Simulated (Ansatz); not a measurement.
CH$_{3}$Cl$_{2}$Ga, SMILES `[CH3][Ga]([Cl])[Cl]`, relaxed with RKS PBE0-D4/def2-TZVP in the Gaussian-basis code of Ansatz from a GFN2-xTB geometry. The force threshold is 0.005 eV/Å; the program also tests the step.

Total charge 0; spin multiplicity 1.

Start:

```xyz
7

C     1.024    0.076    0.117
Ga   -0.998   -0.068   -0.108
Cl   -1.891   -1.729   -1.027
Cl   -2.304    1.434    0.561
H     1.270    0.955    0.713
H     1.403   -0.823    0.608
H     1.497    0.156   -0.864
```

```json
{"step": "1", "energy (eV)": "-78497.5229", "largest force (eV/Å)": "1.928", "largest move (Å)": "0.000"}
{"step": "2", "energy (eV)": "-78497.6065", "largest force (eV/Å)": "0.473", "largest move (Å)": "0.055"}
{"step": "3", "energy (eV)": "-78497.6130", "largest force (eV/Å)": "0.054", "largest move (Å)": "0.019"}
{"step": "4", "energy (eV)": "-78497.6131", "largest force (eV/Å)": "0.016", "largest move (Å)": "0.004"}
{"step": "5", "energy (eV)": "-78497.6131", "largest force (eV/Å)": "0.002", "largest move (Å)": "0.001"}
```

End:

```xyz
7

C     0.999    0.075    0.117
Ga   -0.928   -0.060   -0.097
Cl   -1.871   -1.736   -1.031
Cl   -2.297    1.442    0.565
H     1.256    0.952    0.710
H     1.376   -0.825    0.604
H     1.465    0.151   -0.867
```

It took 17 s on 4 threads of an Arm Neoverse V1 on a shared host, with 0.49 GiB of host memory at the peak.
